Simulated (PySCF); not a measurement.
## H2Se: from structure and modes to constants

All numbers come from PBE0/[Se def2-TZVP, H def2-TZVP], no relativity, density fitting, PySCF.

The singlet minimum has C2v symmetry. Masses (u): Se 79.91652, H 1.00782.

```xyz
3
charge 0 multiplicity 1, angstrom
Se    0.0000    0.0000   -0.0253
H     1.0478    0.0000    1.0012
H    -1.0478    0.0000    1.0012
```

Harmonic wavenumbers (cm⁻¹): 1062.3 (a1, ×1), 2453.9 (a1, ×1), 2468.7 (b2, ×1).

Find the principal moments of inertia and the rotational constants. What kind of rotor is it?

About the centre of mass I = 2.0715, 2.213, 4.2845 u Å². With B = 16.8576/I this gives 8.138, 7.617, 3.935 cm⁻¹. The molecule is an asymmetric top with κ = 0.75.

What is the harmonic zero-point energy?

Half the sum of all 3 wavenumbers, 5985/2 = 2992 cm⁻¹, which is 35.8 kJ/mol (1 cm⁻¹ = 0.0119627 kJ/mol).

Find the vibrational entropy and heat capacity at 298.15 K.

With u = 1.43878 ω/T, each mode gives S = R[u/(eᵘ−1) − ln(1−e⁻ᵘ)] and C = R u² eᵘ/(eᵘ−1)².
```tsv
ω (cm⁻¹)	u	S (J/(mol K))	C (J/(mol K))
1062.3	5.127	0.30	1.31
2453.9	11.842	0.00	0.01
2468.7	11.913	0.00	0.01
```
The sums over all modes are S = 0.3 and C = 1.3 J/(mol K); the softest mode gives 100 % of the entropy.

Give the standard entropy (298.15 K, 1 bar) by its translational, rotational, vibrational and spin parts, and Cp.

Sackur–Tetrode with M = 81.93 u gives 163.8; rotation with symmetry number 2 gives 55.1; vibration 0.3; spin R ln 1 = 0.0. The total is 219.2 J/(mol K), and Cp = 4 R + 1.3 = 34.6 J/(mol K).
